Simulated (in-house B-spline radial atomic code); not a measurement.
Mo⁺. Computed with a B-spline radial atomic code. Model: all-electron spherical atom, spin shells full or empty, radial basis limit, no spin-orbit coupling, Breit or QED, empty-state partial waves extrapolated as (l+1/2)^-4, RPA, G0W0 and static COHSEX of the highest shell as one setting changes (uncorrelated shells keep exact exchange).

Given: element Mo; charge 1; filled core Kr; hamiltonian one-electron scalar X2C; mean-field start Hartree-Fock; highest l of empty states 9; nuclear rms radius 4.4091 fm; highest mean-field shell 4d up.

Shell: 4d 5 0 (electrons up and down).

```
lowest nl shells left uncorrelated  RPA correlation energy (hartree)  G0W0 level (eV)  G0W0 minus most complete (meV)  COHSEX level (eV)  linearised minus solved G0W0 (meV)
                                 0                           -2.8001          -16.633                               0              -18.6                                -0.1
                                 1                                 ?                ?                               ?                  ?                                   ?
                                 2                           -2.4564          -16.631                             2.1            -18.598                                -0.1
                                 3                           -1.9412          -16.626                             7.7            -18.599                                -0.1
                                 4                           -1.7733          -16.622                            11.2             -18.59                                -0.1
                                 5                           -1.2904          -16.609                            24.4            -18.555                                -0.1
                                 6                                 ?                ?                               ?                  ?                                   ?
                                 7                          -0.45255          -16.531                             102            -18.315                                -0.1
                                 8                          -0.11894          -16.422                           211.7            -17.819                                   0
```

(1) What follows for lowest nl shells left uncorrelated = 6?

(2) What follows for lowest nl shells left uncorrelated = 1?

Answers

(1) RPA correlation energy -0.57677 hartree; G0W0 level -16.554 eV; G0W0 minus most complete 79.6 meV; COHSEX level -18.412 eV; linearised minus solved G0W0 -0.1 meV.

(2) RPA correlation energy -2.6386 hartree; G0W0 level -16.633 eV; G0W0 minus most complete 0.1 meV; COHSEX level -18.6 eV; linearised minus solved G0W0 -0.1 meV.
